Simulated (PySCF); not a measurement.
NMR data simulated for an unnamed compound:

1H NMR (400 MHz, computed): δ 9.77 (m, 1H), 9.20 (m, 1H), 7.48 (m, 1H), 0.40 (s, 9H).

13C{1H} NMR (computed): δ 223.2 (C), 175.4 (CH), 148.6 (CH), 125.0 (CH), 0.7 (CH3).

[PySCF 2.14: structure optimised with GFN2-xTB; shielding tensors at PBE0/pcSseg-1 (GIAO); one conformer; in vacuum; rapidly exchanging positions averaged; no relativistic terms]

Referencing at the same level of theory: TMS for 1H, 13C.

**Question.** Which of these does the molecule contain: a nitrile, a Si–CH3 group, a Si–H bond, a heteroaromatic ring, a tert-butyl group?

**Answer.** 
- A nitrile: no.
- A Si–CH3 group: yes (δC 0.7; δH 0.40 (s)).
- A Si–H bond: no.
- A heteroaromatic ring: yes.
- A tert-butyl group: no.

The data belong to `C[Si](C)(C)c1ncccp1`, C7H12NPSi; they needn't prove each group on their own.

Carbon signals by region: 2 in the far downfield region (above 160 ppm), 2 in the sp2 and nitrile region (100–160 ppm), 1 below 50 ppm. Above 160 ppm: 223.2, substituted aromatic carbon next to a ring nitrogen, 175.4, aromatic CH.

Splittings by 31P in the carbon and heteronuclear signals aren't shown, as no couplings were computed. Shifts are as computed. Against solution values, carbons near 30 ppm lie about +3 ppm off and those near 130 ppm about +5 ppm. Of 1211 compounds with measured shifts, 218 miss one by over three times the rms of a fit or turn the order of signals round; such compounds aren't used in these exercises. No couplings were computed; multiplicities are counted from neighbouring protons, with m where these are inequivalent, close in shift, in a saturated or five-membered ring or joined by F or P, and br s for small geminal =CH2 splittings.
